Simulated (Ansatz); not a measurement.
Start from `N=C=C[O][AlH2]` and change one atom or group to get `N=C=CCF`.

Ansatz, PBE0-D4/def2-TZVP geometries, multiplicity 1. Each molecule was computed in one conformer, which needn't be the lowest.

```
                                                                                  property  `N=C=C[O][AlH2]`
ideal-gas entropy at 298 K and 1 bar (rigid rotor, harmonic PBE0-D4/def2-TZVP) / J/(mol·K)               339
                                                     HOMO–LUMO gap (B3LYP/def2-TZVPP) / eV              4.47
                                          size of the dipole moment (B3LYP/def2-TZVPP) / D              1.70
                                                       HOMO energy (B3LYP/def2-TZVPP) / eV             -5.94
                                                       LUMO energy (B3LYP/def2-TZVPP) / eV             -1.47
                                        size of the dipole moment (ωB97M-V/def2-TZVPP) / D              1.74
```

Q: Give the same properties after the change, and the shifts. (Estimate.)

A: The calculation gave: 
```tsv
property	`N=C=CCF`	shift
ideal-gas entropy at 298 K and 1 bar (rigid rotor, harmonic PBE0-D4/def2-TZVP) / J/(mol·K)	313	-26
HOMO–LUMO gap (B3LYP/def2-TZVPP) / eV	6.04	1.57
size of the dipole moment (B3LYP/def2-TZVPP) / D	2.22	0.52
HOMO energy (B3LYP/def2-TZVPP) / eV	-6.59	-0.65
LUMO energy (B3LYP/def2-TZVPP) / eV	-0.55	0.92
size of the dipole moment (ωB97M-V/def2-TZVPP) / D	2.21	0.47
```

With PBE0 the HOMO falls by 0.66 eV and the LUMO rises by 0.97 eV, so the gap widens by about 1.63 eV. PBE moves the HOMO by -0.60 eV and ωB97M-V by -0.66 eV. Dipoles are sizes alone; their direction can turn.

B3LYP here is the variant with VWN-RPA as its local correlation; programs differ in this.
